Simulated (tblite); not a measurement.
Compound: C9H8O2.
SMILES with atom numbers: `[CH2:1]=[C:2]1[CH:3]=[CH:4][CH:5]=[C:6]([C:7](=[O:8])[OH:9])[CH:10]=[CH:11]1` (hydrogens: H12, H13 on C1; H14 on C3; H15 on C4; H16 on C5; H17 on O9; H18 on C10; H19 on C11)

Computed geometry: GFN2-xTB, gas phase.

Problem. List the bond lengths, angles and torsions at this level.

Solution. 
| bond | length (Å) | order |
| --- | --- | --- |
| C1=C2 | 1.346 | double |
| C2–C3 | 1.450 | aromatic |
| C3–C4 | 1.347 | aromatic |
| C4–C5 | 1.429 | aromatic |
| C5–C6 | 1.357 | aromatic |
| C6–C7 | 1.483 | single |
| C7=O8 | 1.208 | double |
| C7–O9 | 1.346 | single |
| C6–C10 | 1.445 | aromatic |
| C10–C11 | 1.340 | aromatic |
| C2–C11 | 1.456 | aromatic |
| C1–H12 | 1.076 | single |
| C1–H13 | 1.076 | single |
| C3–H14 | 1.085 | single |
| C4–H15 | 1.083 | single |
| C5–H16 | 1.082 | single |
| O9–H17 | 0.970 | single |
| C10–H18 | 1.083 | single |
| C11–H19 | 1.084 | single |

Orders are formal, as drawn. A selection of angles:
| angle | degrees |
| --- | --- |
| C2–C1–H12 | 121.9 |
| C2–C1–H13 | 121.7 |
| H12–C1–H13 | 116.3 |
| C1–C2–C3 | 118.5 |
| C1–C2–C11 | 118.9 |
| C3–C2–C11 | 122.7 |
| C2–C3–C4 | 131.0 |
| C2–C3–H14 | 112.8 |
| C4–C3–H14 | 116.2 |
| C3–C4–C5 | 129.7 |
| C3–C4–H15 | 116.4 |
| C5–C4–H15 | 113.9 |
| C4–C5–C6 | 128.4 |
| C4–C5–H16 | 114.8 |
| C6–C5–H16 | 116.7 |
| C5–C6–C7 | 118.8 |
| C5–C6–C10 | 127.4 |
| C7–C6–C10 | 113.8 |
| C6–C7–O8 | 124.7 |
| C6–C7–O9 | 114.1 |
| O8–C7–O9 | 121.1 |
| C7–O9–H17 | 109.1 |
| C6–C10–C11 | 129.8 |
| C6–C10–H18 | 112.6 |
| C11–C10–H18 | 117.5 |
| C10–C11–H19 | 116.4 |
| C2–C11–C10 | 130.9 |
| C2–C11–H19 | 112.7 |

Dihedral angles: C5–C6–C7–O8 -179° (antiperiplanar); H17–O9–C7–C6 180° (antiperiplanar). The mirror-image conformer, all signs reversed, is as good.

The 7-membered ring C2–C3–C4–C5–C6–C10–C11 has internal angles of 122.7° to 131.0°; it is almost planar, 0.01 Å rms from its mean plane, widest ring torsion 3°. The C–O distances run from 1.208 Å (C7=O8, drawn double) to 1.346 Å (C7–O9, drawn single), a spread of 0.138 Å. Of the pairs four or more bonds apart, O9···H16 is among the closest relative to their van der Waals radii: 2.24 Å, 82 % of the sum of Bondi's values. The C–C distances run from 1.340 Å (C10–C11, aromatic) to 1.483 Å (C6–C7, drawn single), a spread of 0.143 Å.

Point group: near Cs, missed by 0.13 Å at most; the miss may be what the optimiser left on a soft mode. Its GFN2-xTB frequencies are all real (lowest 15 cm⁻¹). One conformer, not necessarily the lowest (C5–C6–C7–O8 -179°, C6–C7–O9–H 180°).
